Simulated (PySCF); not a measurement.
Computed Raman spectrum (relative Raman activity) of a molecule C₂H₇BFNO. The structure is a stationary point at PBE-D3(BJ)/def2-SVP. The values are those of a single conformer. These are PBE-D3(BJ)/def2-SVP (PySCF) values and carry that method's errors. Harmonic, unscaled wavenumbers; measured fundamentals usually lie a few per cent lower.

ν (cm⁻¹): 756 (vw), 809 (vw), 911 (vw), 1055 (vw), 1302 (w), 1354 (vw), 1384 (vw), 1413 (w), 1416 (m), 1552 (vw), 2941 (vs), 2965 (vs), 3032 (s), 3056 (m), 3066 (m), 3537 (m), 3771 (s) (against the strongest line: vs over 80 %, s over 45 %, m over 15 %, w over 4 %, vw less)

Task: Which structure fits?
(A) COB(N)CF
(B) C[C@H](F)B(N)O
(C) CCNB(O)F
(D) CNB(F)OC

Result: C, CCNB(O)F
